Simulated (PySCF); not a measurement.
## Fractional electron number in Os (osmium, neutral)

The 6s beta orbital of [Xe] 4f14 5d6 6s2 is emptied in steps (occupation f), with all orbitals relaxed, ending at [Xe] 4f14 5d6 6s1. All numbers are calculated (PySCF 2.14, a scalar-relativistic core potential, in def2-SVP with the def2 core potential (60 electrons) (6s3p2d1f, 32 functions)). The exact energy is a straight line in f; departures are measured from the line between the end points of the same method.

```json
{"f": "1", "r2SCAN (eV)": "0.000", "LC-wPBE (eV)": "0.000"}
{"f": "0.75", "r2SCAN (eV)": "-0.566", "LC-wPBE (eV)": "0.016"}
{"f": "0.5", "r2SCAN (eV)": "-0.802", "LC-wPBE (eV)": "0.017"}
{"f": "0.25", "r2SCAN (eV)": "-0.637", "LC-wPBE (eV)": "0.004"}
{"f": "0", "r2SCAN (eV)": "0.000", "LC-wPBE (eV)": "0.000"}
```

| method | E(f=0) − E(f=1) (eV) | −ε at f=1 (eV) | −ε at f=0.5 (eV) |
| --- | --- | --- | --- |
| r2SCAN | 8.000 | 5.131 | 7.781 |
| LC-wPBE | 7.788 | 7.873 | 7.753 |

Orbital energy along the path (eV):

| f | r2SCAN | LC-wPBE |
| --- | --- | --- |
| 1 | -5.131 | -7.873 |
| 0.75 | -6.367 | -7.826 |
| 0.5 | -7.781 | -7.753 |
| 0.25 | -9.601 | -7.746 |
| 0 | -11.451 | -7.776 |

Reference removal energy between the ground levels: 8.438 eV (measured; NIST Atomic Spectra Database, ionization energies). The calculation has no spin-orbit coupling.
